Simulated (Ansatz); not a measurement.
C₃H₁₃NSi₂, SMILES CCC(N)([SiH3])[SiH3].

Coordinates come from a PBE0-D3(BJ)/def2-SVP optimisation. This is a generated structure with no PubChem entry under its InChIKey; it may be hypothetical. Other conformers were not sampled.

Two levels are set side by side: PBE/def2-SVPD (Ansatz, an electronic-structure program) and PBE0/def2-SVPD (Ansatz). Energy differences of separate SCF runs at the same geometry; the states with an electron removed or added have multiplicity 2 and 2. Differences are taken from unrounded values.

| quantity | PBE0 | PBE | PBE minus PBE0 |
|---|---|---|---|
| vertical ionisation energy (eV) | 8.51 | 8.32 | -0.19 |
| vertical singlet–triplet gap (eV) | 5.38 | 5.00 | -0.38 |
